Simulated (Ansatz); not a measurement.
Born–Oppenheimer molecular dynamics of AlCl$_{2}$FH$_{5}$NO (11 atoms, charge 0, multiplicity 1). It starts from a rough guess of a transition structure, not a stationary point.

The calculation used UKS LDA/STO-3G (Ansatz 0.2.0).

- ensemble: NVE (velocity Verlet)
- time step: 0.5 fs
- steps asked: 150
- starting velocities drawn for: 100 K
- seed: 147954

Frames 1 fs apart, positions in Å.

Velocities at 60.0 fs (Å/ps):

```
Al 9.02 12.89 19.28
N -7.50 19.56 -7.25
Cl 3.60 -0.04 -3.71
Cl -4.35 -2.00 0.66
H 3.64 7.95 -0.97
F -1.20 -24.03 -6.12
H 2.00 33.29 2.09
O -0.29 -7.77 -9.51
H -30.93 -7.11 -24.82
H -12.31 9.42 -17.25
H -46.34 -12.43 -0.80
```

```xyz
11
Properties=species:S:1:pos:R:3 time_fs=60.0 energy_less_start_eV=-2.231 T=2013
Al -0.831 0.012 -1.032
N 0.147 -1.218 0.147
Cl 0.138 -0.081 -2.918
Cl -2.789 -0.761 -0.972
H 0.032 1.354 0.507
F -0.768 1.657 -0.590
H 0.569 -0.319 0.897
O 0.645 0.834 1.260
H -0.523 -1.957 0.676
H 0.942 -1.800 -0.279
H 1.615 1.119 0.988
11
Properties=species:S:1:pos:R:3 time_fs=61.0 energy_less_start_eV=-2.143 T=1937
Al -0.822 0.025 -1.013
N 0.139 -1.199 0.140
Cl 0.141 -0.081 -2.922
Cl -2.793 -0.763 -0.971
H 0.032 1.365 0.501
F -0.769 1.633 -0.595
H 0.568 -0.290 0.896
O 0.645 0.827 1.251
H -0.546 -1.955 0.644
H 0.926 -1.788 -0.296
H 1.566 1.106 0.988
11
Properties=species:S:1:pos:R:3 time_fs=62.0 energy_less_start_eV=-1.995 T=1812
Al -0.813 0.036 -0.995
N 0.130 -1.181 0.133
Cl 0.145 -0.081 -2.925
Cl -2.797 -0.764 -0.971
H 0.026 1.377 0.489
F -0.769 1.609 -0.600
H 0.560 -0.273 0.890
O 0.645 0.821 1.242
H -0.551 -1.931 0.599
H 0.902 -1.771 -0.311
H 1.529 1.098 0.986
11
Properties=species:S:1:pos:R:3 time_fs=63.0 energy_less_start_eV=-1.886 T=1716
Al -0.804 0.046 -0.978
N 0.121 -1.164 0.127
Cl 0.148 -0.081 -2.929
Cl -2.801 -0.766 -0.970
H 0.015 1.389 0.474
F -0.769 1.585 -0.603
H 0.545 -0.270 0.877
O 0.643 0.815 1.234
H -0.543 -1.891 0.545
H 0.873 -1.748 -0.327
H 1.522 1.099 0.978
11
Properties=species:S:1:pos:R:3 time_fs=64.0 energy_less_start_eV=-1.713 T=1564
Al -0.796 0.054 -0.962
N 0.111 -1.147 0.121
Cl 0.151 -0.081 -2.931
Cl -2.805 -0.768 -0.969
H 0.001 1.398 0.459
F -0.768 1.564 -0.605
H 0.524 -0.281 0.861
O 0.639 0.811 1.227
H -0.532 -1.843 0.491
H 0.842 -1.722 -0.344
H 1.548 1.111 0.963
11
Properties=species:S:1:pos:R:3 time_fs=65.0 energy_less_start_eV=-1.334 T=1243
Al -0.789 0.059 -0.948
N 0.102 -1.129 0.114
Cl 0.154 -0.081 -2.934
Cl -2.808 -0.769 -0.968
H -0.010 1.401 0.450
F -0.766 1.545 -0.605
H 0.503 -0.302 0.844
O 0.635 0.808 1.220
H -0.531 -1.804 0.445
H 0.816 -1.696 -0.365
H 1.589 1.125 0.946
11
Properties=species:S:1:pos:R:3 time_fs=66.0 energy_less_start_eV=-0.977 T=938
Al -0.782 0.062 -0.936
N 0.093 -1.112 0.106
Cl 0.158 -0.081 -2.936
Cl -2.811 -0.770 -0.968
H -0.016 1.398 0.448
F -0.764 1.529 -0.604
H 0.484 -0.325 0.831
O 0.630 0.807 1.212
H -0.555 -1.786 0.416
H 0.798 -1.670 -0.392
H 1.622 1.136 0.932
11
Properties=species:S:1:pos:R:3 time_fs=67.0 energy_less_start_eV=-0.793 T=779
Al -0.777 0.061 -0.926
N 0.086 -1.094 0.098
Cl 0.160 -0.081 -2.937
Cl -2.813 -0.771 -0.967
H -0.014 1.390 0.455
F -0.762 1.518 -0.601
H 0.471 -0.344 0.827
O 0.627 0.809 1.205
H -0.601 -1.789 0.403
H 0.789 -1.645 -0.424
H 1.634 1.139 0.925
11
Properties=species:S:1:pos:R:3 time_fs=68.0 energy_less_start_eV=-0.708 T=705
Al -0.772 0.057 -0.919
N 0.079 -1.078 0.088
Cl 0.163 -0.080 -2.938
Cl -2.816 -0.772 -0.966
H -0.006 1.379 0.470
F -0.759 1.511 -0.597
H 0.468 -0.353 0.835
O 0.626 0.813 1.198
H -0.655 -1.800 0.398
H 0.787 -1.623 -0.459
H 1.620 1.133 0.924
11
Properties=species:S:1:pos:R:3 time_fs=69.0 energy_less_start_eV=-0.666 T=668
Al -0.769 0.050 -0.916
N 0.071 -1.066 0.078
Cl 0.166 -0.080 -2.939
Cl -2.817 -0.773 -0.965
H 0.007 1.366 0.488
F -0.756 1.508 -0.590
H 0.473 -0.352 0.856
O 0.626 0.818 1.191
H -0.701 -1.806 0.395
H 0.787 -1.600 -0.493
H 1.585 1.119 0.929
11
Properties=species:S:1:pos:R:3 time_fs=70.0 energy_less_start_eV=-0.616 T=626
Al -0.767 0.041 -0.915
N 0.063 -1.058 0.069
Cl 0.168 -0.080 -2.938
Cl -2.818 -0.773 -0.963
H 0.018 1.357 0.504
F -0.753 1.510 -0.583
H 0.484 -0.343 0.883
O 0.627 0.825 1.185
H -0.729 -1.799 0.388
H 0.786 -1.577 -0.522
H 1.541 1.103 0.936
11
Properties=species:S:1:pos:R:3 time_fs=71.0 energy_less_start_eV=-0.606 T=620
Al -0.767 0.029 -0.917
N 0.055 -1.055 0.061
Cl 0.170 -0.080 -2.938
Cl -2.819 -0.773 -0.962
H 0.021 1.354 0.511
F -0.749 1.516 -0.573
H 0.496 -0.329 0.912
O 0.628 0.832 1.180
H -0.736 -1.777 0.376
H 0.781 -1.553 -0.545
H 1.512 1.091 0.940
```

Of the whole run (75 fs, mean temperature of the second half 1093 K): The conserved energy stayed within 0.89 meV per atom of its start (net change -0.21 meV per atom), so the integration is sound. The system heated up, since it started high on the potential surface and ran downhill. A run of 0.075 ps of so small a system gives no equilibrium averages. The orbitals stay closed-shell, which can raise the energy where a bond breaks towards radicals; this wasn't checked here. Limits of this set-up: minimal basis.

Time of the run: 6.2 min on 1 CPU thread of a shared host.
